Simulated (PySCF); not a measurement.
## Correlation energy of Ge (germanium, neutral)

[Ar] 3d10 4s2 4p2, high-spin 3P determinant. All numbers are calculated (PySCF 2.14, a scalar-relativistic core potential, in aug-cc-pVTZ-PP with ECP10MDF). Frozen: 3s2 3p6 3d10; 4 electrons correlated.

```csv
level,correlation energy (mhartree)
CCSD,-65.28
(T),-1.90
CCSD(T),-67.18
```

Diagnostics: T1 = 0.0093, D1 = 0.0243, largest double amplitude 0.066.

Cost of the coupled-cluster step: of the order of 1.4 core-seconds, for 4 correlated electrons.

Iterations:

```
CC2 = 0
CCSD nocc = (np.int64(3), np.int64(1)), nmo = (46, 46)
frozen orbitals [[0, 1, 2, 3, 4, 5, 6, 7, 8], [0, 1, 2, 3, 4, 5, 6, 7, 8]]
max_cycle = 100
direct = 0
conv_tol = 1e-08
conv_tol_normt = 1e-06
diis_space = 8
diis_start_cycle = 0
Init t2, MP2 energy = -0.0507342564982402
Init E_corr(UCCSD) = -0.0507342564984926
cycle = 1  E_corr(UCCSD) = -0.0610273861111655  dE = -0.0102931296  norm(t1,t2) = 0.0467262
cycle = 2  E_corr(UCCSD) = -0.0637188855941729  dE = -0.00269149948  norm(t1,t2) = 0.0175127
cycle = 3  E_corr(UCCSD) = -0.0652821625163387  dE = -0.00156327692  norm(t1,t2) = 0.00797818
cycle = 4  E_corr(UCCSD) = -0.0652750235902187  dE = 7.13892612e-06  norm(t1,t2) = 0.00152766
cycle = 5  E_corr(UCCSD) = -0.0652842981062021  dE = -9.27451598e-06  norm(t1,t2) = 0.000235903
cycle = 6  E_corr(UCCSD) = -0.0652818070070977  dE = 2.4910991e-06  norm(t1,t2) = 4.92262e-05
cycle = 7  E_corr(UCCSD) = -0.0652829211746097  dE = -1.11416751e-06  norm(t1,t2) = 9.25129e-06
cycle = 8  E_corr(UCCSD) = -0.0652825825152563  dE = 3.38659353e-07  norm(t1,t2) = 1.84893e-06
cycle = 9  E_corr(UCCSD) = -0.0652826079850458  dE = -2.54697895e-08  norm(t1,t2) = 3.61634e-07
cycle = 10  E_corr(UCCSD) = -0.0652826165065226  dE = -8.52147675e-09  norm(t1,t2) = 9.27403e-08
UCCSD converged
E(UCCSD) = -293.41813261727  E_corr = -0.06528261650652258
UCCSD(T) correction = -0.00189966054240247
```
